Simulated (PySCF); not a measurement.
**Excitation energy of Ir by level of theory**

Ir [Xe] 4f14 5d7 6s2 (4F) → Ir [Xe] 4f14 5d7 6s1 6p1 (high-spin determinant), as a difference of total energies. Calculation: PySCF 2.14, in aug-cc-pwCVTZ-PP with ECP60MDF; scalar relativity through the core potential. Correlated levels: valence: 5s2 5p6 frozen; valence and next inner shell: nothing frozen outside the core potential. The calculations carry no spin-orbit coupling.

```
                                method  excitation energy (eV)
                                   UHF                   2.169
                                   LDA                   4.113
                                   PBE                   3.823
                                 HSE06                   3.580
                                  MN15                   3.821
                             BHandHLYP                   3.634
                         MP2 (valence)                   3.585
                     SCS-MP2 (valence)                   3.874
    MP2 (valence and next inner shell)                   3.774
SCS-MP2 (valence and next inner shell)                   3.962
```

Problem. Estimate what PBE0 gives.

Solution. 3.529 eV, closest to HSE06 among the rows shown.

Problem. Estimate what r2SCAN gives.

Solution. 3.533 eV, closest to HSE06 among the rows shown.

The determinant of the upper state mixes LS terms, which raises its energy above the lowest term, most at the Hartree-Fock and MP2 levels.
